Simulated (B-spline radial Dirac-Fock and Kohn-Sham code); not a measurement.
# Tc⁷⁺: non-radiative channels of the M5 vacancy

System: technetium as Tc⁷⁺, [Ar] 3d10 4s2 4p6, inside a Watson sphere of charge -7 and radius 2 Å (a model of the Madelung potential; inside it an electron's potential energy is raised by 50.4 eV).

Input of the calculation (task.json; shells as n, l, electrons):

```json
{"items": [{
  "Z": 43,
  "q": 7,
  "cfg": [[1, 0, 2], [2, 0, 2], [2, 1, 6], [3, 0, 2], [3, 1, 6], [3, 2, 10], [4, 0, 2], [4, 1, 6]],
  "A": 97,
  "rrms": 4.4112,
  "watson": [-7, 2.0],
  "do": ["binding", "quiet", "decay"],
  "holes": ["K", "L1", "L2", "L3", "M1", "M2", "M3", "M4", "M5", "N1", "N2", "N3"]
}]}
```

Run with: `python xray_run.py task.json out`

Model: independent-particle radiative and Coulomb Auger rates from relativistic LDA hole-state orbitals, with Dirac-Fock energies. Program: a B-spline atomic structure program. Kinetic energies are configuration averages from the vacuum level; the two-hole energies are estimated from single-hole states.

```
transition  kinetic energy (eV)  width (meV)  share (%)
   M5-N1N1                29.97         1.78        4.7
   M5-N1N2                67.50         6.03       15.9
   M5-N1N3                71.14         15.0       39.7
   M5-N2N3                104.4         9.41       24.8
   M5-N3N3                107.6         5.55       14.7
```

The listed channels hold 100 % of the non-radiative rate. Summed by principal shells, of 0.0379 eV in all: MNN 100.0 %.
